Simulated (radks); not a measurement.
Task: The nitrogen ion N5+, [He]. Calculated with a radial shooting solver on a logarithmic mesh with Libxc functionals: non-relativistic Kohn-Sham, PBE, spin-polarised, spherical densities, point nucleus. Every spin shell is full or empty, so the densities are truly spherical. Functionals are evaluated on that one density, not self-consistently. Rank these orbital-free kinetic functionals by their error against the exact value of the orbitals, and give that value: Thomas-Fermi, von Weizsacker, TF + vW, TF + vW/9, TF + vW/5, LC94, revAPBEK, Pearson, LKT, Ernzerhof.

Result: Exact: 44.6597 hartree. From best to worst, with 100 (|E| - |E exact|)/|E exact| (equal figures are ties): von Weizsacker 0.00, LC94 +1.80, TF + vW/9 +2.26, revAPBEK +2.55, Pearson -2.75, Ernzerhof +6.04, Thomas-Fermi -8.85, TF + vW/5 +11.15, LKT +61.91, TF + vW +91.15.
